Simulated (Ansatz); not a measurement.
Input file for BH₅N₂S, SMILES `NB(N)S`:

```yaml
crystal:
  periodic: [false, false, false]
  atoms:
    - {symbol: N, position_ang: [0.043110, 1.056336, -0.636372]}
    - {symbol: B, position_ang: [-0.027552, -0.118324, 0.142199]}
    - {symbol: N, position_ang: [0.800700, -1.234397, -0.098977]}
    - {symbol: S, position_ang: [-1.208795, -0.262919, 1.551415]}
    - {symbol: H, position_ang: [0.653353, 1.149107, -1.428805]}
    - {symbol: H, position_ang: [-0.454041, 1.896263, -0.409277]}
    - {symbol: H, position_ang: [0.697311, -2.103477, 0.390626]}
    - {symbol: H, position_ang: [1.543356, -1.234220, -0.774411]}
    - {symbol: H, position_ang: [-1.958942, 0.805233, 1.246299]}
basis:
  gaussian: {orbitals: def2-SVP}
correlation: {method: ccsd_t}
```

```sh
$ ansatz run in.yaml --threads 2 --pin off --events-out ev --progress --plain
```

The program prints (abridged):

```
Functional definition: HF
847 factors; integrals over basis functions are off by at most 1.2e-3 eV
mean field evaluation 1: about -14525.1030 eV, gradient 3.9e1 eV
mean field evaluation 2: about -14525.1906 eV, gradient 3.9e1 eV
mean field evaluation 4: about -14528.6663 eV, gradient 2.9e0 eV
mean field evaluation 8: about -14528.7044 eV, gradient 1.4e-1 eV
mean field -14528.70450306 eV, -533.9200425778 hartree, gradient 9.4e-7 eV, S^2 0.000000; 0 other end points of the search recorded, 0 dependent functions left out
8 core orbitals not correlated: weight in the atoms' cores, before any rotation towards them, 1.000 or more for the frozen orbitals, at most 0.000 for the correlated occupied ones
reference -14528.70450306 eV, -533.9200425778 hartree; 12, 12 occupied and 65, 65 virtual orbitals, 847 factors
second order -15.11123277 eV of doubles, -0.00000000 eV of singles
cycle   1  -15.81999326 eV  change   -7.1e-1 eV  update   8.0e-2
cycle   2  -16.18484526 eV  change   -3.6e-1 eV  update   2.3e-2
cycle   3  -16.25496007 eV  change   -7.0e-2 eV  update   1.1e-2
cycle   4  -16.25125879 eV  change    3.7e-3 eV  update   2.6e-3
cycle   5  -16.25089686 eV  change    3.6e-4 eV  update   8.6e-4
cycle   6  -16.25068733 eV  change    2.1e-4 eV  update   2.4e-4
cycle   7  -16.25061456 eV  change    7.3e-5 eV  update   7.5e-5
cycle   8  -16.25061648 eV  change   -1.9e-6 eV  update   2.4e-5
perturbative correction -0.44291347 eV, -0.0162767697 hartree
Total energy: -14545.39803301 eV, -534.5335184881 hartree
```

Run time 3 s (2 threads of a server CPU on a shared host); peak host memory 0.27 GiB.

MP2 recovers 90.5 % of the CCSD(T) correlation energy and the triples give 2.7 %; T1 = 0.0112.
